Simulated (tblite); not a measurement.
C₇H₅ClO₃S.
Atom-mapped SMILES: `[O:1]=[CH:2][c:3]1[cH:4][cH:5][cH:6][c:7]([S:8](=[O:9])(=[O:10])[Cl:11])[cH:12]1` (hydrogens: H13 on C2; H14 on C4; H15 on C5; H16 on C6; H17 on C12)

Structure optimised with GFN2-xTB, isolated species.

Task: Give the optimised bond lengths and angles.

Result: 
| bond | length (bohr) | order |
| --- | --- | --- |
| O1=C2 | 2.268 | double |
| C2–C3 | 2.792 | single |
| C3–C4 | 2.636 | aromatic |
| C4–C5 | 2.618 | aromatic |
| C5–C6 | 2.621 | aromatic |
| C6–C7 | 2.607 | aromatic |
| C7–S8 | 3.358 | single |
| S8=O9, S8=O10 | 2.693 | double |
| S8–Cl11 | 3.860 | single |
| C7–C12 | 2.595 | aromatic |
| C3–C12 | 2.639 | aromatic |
| C2–H13 | 2.093 | single |
| C4–H14 | 2.042 | single |
| C5–H15 | 2.039 | single |
| C6–H16 | 2.037 | single |
| C12–H17 | 2.039 | single |

Bonds in one row agree within 0.02 bohr and their mean is given. Orders are formal, as drawn. A selection of angles:
| angle | degrees |
| --- | --- |
| O1–C2–C3 | 124.8 |
| C2–C3–C4 | 120.9 |
| C2–C3–C12 | 119.8 |
| C4–C3–C12 | 119.4 |
| C3–C4–C5 | 120.8 |
| C4–C5–C6 | 119.8 |
| C5–C6–C7 | 118.7 |
| C6–C7–S8 | 118.0 |
| C6–C7–C12 | 122.8 |
| S8–C7–C12 | 119.2 |
| C7–S8–O9 | 111.2 |
| C7–S8–O10 | 110.5 |
| C7–S8–Cl11 | 99.6 |
| O9–S8–O10 | 119.7 |
| O9–S8–Cl11 | 107.0 |
| C3–C12–C7 | 118.5 |

Torsions: O1–C2–C3–C4 -179° (antiperiplanar); C6–C7–S8–O9 158° (antiperiplanar). The mirror-image conformer, all signs reversed, is as good.

The 6-membered ring C3–C4–C5–C6–C7–C12 has internal angles of 118.5° to 122.8°; it is planar, 0.00 Å rms from its mean plane, widest ring torsion 0°. Of the pairs four or more bonds apart, O10···H16 is among the closest relative to their van der Waals radii: 2.55 Å, 94 % of the sum of Bondi's values. S8 (sulfonyl sulfur) is distorted tetrahedral (angles from 99.6° to 119.7°). The C–C distances run from 1.373 Å (C7–C12, aromatic) to 1.477 Å (C2–C3, drawn single), a spread of 0.104 Å.

Point group: C1 (no symmetry element, even within 0.4 Å). Its GFN2-xTB frequencies are all real (lowest 21 cm⁻¹). One conformer, not necessarily the lowest.

These are computed values.
